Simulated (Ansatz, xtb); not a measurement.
# C2H5Ge−: 6 structures ranked

6 gas-phase structures of C2H5Ge−, found in a search over its isomers (lower ones may exist). Each was relaxed with GFN2-xTB:

A. `[CH2]=[Ge-][CH3]`, a singlet
B. `C=[CH][GeH2-]`, a singlet
C. `[CH2]1[CH2][GeH-]1`, a singlet
D. a singlet given by its coordinates
E. a triplet given by its coordinates
F. `C=[C-][GeH3]`, a singlet

D (Å):

```yaml
atoms:
  - { symbol: C, position_ang: [-0.2895, -0.4904, 1.7540] }
  - { symbol: C, position_ang: [-0.0786, 0.3932, 0.5533] }
  - { symbol: Ge, position_ang: [1.6091, 0.8059, -0.0319] }
  - { symbol: H, position_ang: [-0.8564, -1.4101, 1.5211] }
  - { symbol: H, position_ang: [0.6702, -0.8079, 2.1733] }
  - { symbol: H, position_ang: [-0.8450, 0.0091, 2.5685] }
  - { symbol: H, position_ang: [-1.0278, 0.7189, 0.1198] }
  - { symbol: H, position_ang: [1.1314, 1.9154, -1.5438] }
```

Close contacts (Å): C1–C2 1.51, C2–Ge3 1.83, C1–H4 1.11, C1–H5 1.09, C1–H6 1.11, C2–H7 1.09, Ge3–H8 1.94.

E (Å):

```yaml
atoms:
  - { symbol: C, position_ang: [-0.8079, -0.6897, 1.3973] }
  - { symbol: C, position_ang: [0.2815, -0.2641, 0.5737] }
  - { symbol: Ge, position_ang: [0.3132, 1.8509, -0.1117] }
  - { symbol: H, position_ang: [-1.7801, -0.8362, 0.9346] }
  - { symbol: H, position_ang: [-0.8528, -0.3326, 2.4189] }
  - { symbol: H, position_ang: [1.2486, -0.3176, 1.0707] }
  - { symbol: H, position_ang: [0.3212, -0.8016, -0.3802] }
  - { symbol: H, position_ang: [1.5779, 2.5281, 1.1775] }
```

Close contacts (Å): C1–C2 1.43, C2–Ge3 2.22, C1–H4 1.09, C1–H5 1.08, C2–H6 1.09, C2–H7 1.10, Ge3–H8 1.93.

Question: Which do you expect lowest at r2SCAN-D4/def2-SVPD, and how would the others follow?

Answer: Calculated order at r2SCAN-D4/def2-SVPD: A (0.0), C (0.4), B (2.9), D (10.3), E (36.3), F (36.8) kcal/mol. Less than 1 kcal/mol parts A and C; E and F, so the order within those pairs means little.

Energies above the lowest of each column, in kcal/mol; the last columns are at PBE0-D3(BJ)/def2-SVPD geometries and were run for some of them only (a dash: not run or not comparable):

| structure | GFN2-xTB | HF/STO-3G | r2SCAN-D4/def2-SVPD | PBE0-D3(BJ)/def2-SVPD | CCSD(T)/def2-SVPD + ΔMP2/def2-TZVPPD |
| --- | --- | --- | --- | --- | --- |
| A | 18.0 | 13.6 | 0.0 | 2.7 | 0.0 |
| C | 0.0 | 0.0 | 0.4 | 0.0 | 2.4 |
| B | 2.1 | 16.3 | 2.9 | 4.1 | 4.6 |
| D | 11.7 | 46.9 | 10.3 | 5.5 | 6.2 |
| E | – | 69.7 | 36.3 | – | – |
| F | 35.7 | 51.8 | 36.8 | – | – |

CCSD(T)/def2-SVPD + ΔMP2/def2-TZVPPD puts A lowest of those it was run on; GFN2-xTB picks C, HF/STO-3G picks C, PBE0-D3(BJ)/def2-SVPD picks C. Flexible structures stand in one conformer each, not always the lowest. Frequencies (PBE0-D3(BJ)/def2-SVPD) were run for A, B, C, D alone. GFN2-xTB has no spin polarisation and isn't compared across spin states. Open shells are spin-unrestricted. ΔMP2 is the change of the MP2 energy from the smaller to the larger basis.

Over these structures GFN2-xTB departs from r2SCAN-D4/def2-SVPD by 5.8 kcal/mol on average once a common shift is removed. A GFN2-xTB relaxation took about 0.096 s and the r2SCAN-D4/def2-SVPD energy about 2.1 s on a shared host (Ansatz 0.2.0, xtb 6.7.1).
